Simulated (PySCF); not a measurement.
Static response to an electric field

Species: C3H10OSi.
Cartesian coordinates in Å at the GFN2-xTB level; atoms count from 1:
```xyz
15
C3H10OSi angstrom
C      1.2100   -0.9296   -0.1202
C      0.1691    0.0360    0.4450
C      0.7689    1.4344    0.5637
Si    -1.4248    0.0454   -0.6095
O     -2.0578   -1.4469   -0.7594
H      2.0982   -0.9572    0.5112
H      1.5135   -0.6186   -1.1175
H      0.8096   -1.9390   -0.1891
H     -0.0763   -0.3000    1.4613
H      1.6565    1.4237    1.1961
H      0.0509    2.1280    0.9952
H      1.0550    1.8101   -0.4166
H     -1.1597    0.3785   -2.0020
H     -2.3926    0.9476    0.0243
H     -2.2250   -2.0044   -0.0044
```

Level: PBE0/def2-SVPD (PySCF), static field, nuclei fixed, core orbitals frozen in the response. The polarisability tensor in these axes (au):

```
x   72.23  0.41  3.53
y    0.41 67.54  2.07
z    3.53  2.07 62.20
```

**Question.** Give the principal values, the mean and the anisotropy Δα = √{½[(α1 − α2)² + (α2 − α3)² + (α1 − α3)²]}.

**Answer.** Principal values 60.59, 67.85 and 73.53 au; mean 67.32 au = 9.98 Å³ = 11.10 × 10⁻⁴⁰ C²·m²/J; Δα = 11.24 au (17 % of the mean).

**Question.** What is the dipole moment, and where does it point?

**Answer.** (0.55, -0.19, 1.62) D, 1.72 D in size, pointing from the negative to the positive side. Measured along this direction, the outermost atoms are H13 at the negative end and H10 and H9 at the positive end.

**Question.** In a dilute gas of rigid molecules at 273 K, how does the orientational term μ²/3kT compare with the electronic polarisability?

**Answer.** In Gaussian units μ²/3kT = 26.11 Å³ against 9.98 Å³, a ratio of 2.62; the Debye molar polarisation (4π/3)N_A(α + μ²/3kT) is 91.0 cm³/mol, leaving out the vibrational part.

**Question.** What molar refraction does this α imply?

**Answer.** Lorentz–Lorenz: R = (4π/3)N_A α = 2.5225 cm³/(mol·Å³) × 9.98 Å³ = 25.2 cm³/mol, in the limit of long wavelengths.

**Question.** What would n − 1 = 2πNα be for an ideal gas of these molecules at 400 K and 1 atm, electronic part alone?

**Answer.** N = p/kT = 1.8347 × 10¹⁹ cm⁻³, so n − 1 = 2π × N × 9.98 × 10⁻²⁴ cm³ = 1150 × 10⁻⁶ at long wavelengths, for an ideal gas.

**Question.** Rayleigh depolarisation ratio (linearly polarised light, static tensor)?

**Answer.** ρ = 3Δα²/(45ᾱ² + 4Δα²) = 379.0/(203960 + 505.4) = 0.00185.

**Question.** Sum over states: ᾱ = Σ f/ω², ω in Eh. What share falls to these 6 lowest TDDFT singlets (eV, f)? 6.69, 0.0018; 7.34, 0.0032; 7.59, 0.0010; 8.14, 0.0079; 8.24, 0.1197; 8.31, 0.0062.

**Answer.** They add up to 1.55 au, 2.3 % of the 67.32 au; the largest single term is 1.30 au, from the state at 8.24 eV. Terms in order: 0.03, 0.04, 0.01, 0.09, 1.30, 0.07 au. Higher excitations give the rest. The strengths listed sum to 0.140.

Geometry: GFN2-xTB, one conformer, isolated molecule.

These values come from a run that also computed excited states. Hardware: one thread, x86-64 server (shared host). Cost: 28 s of wall time.
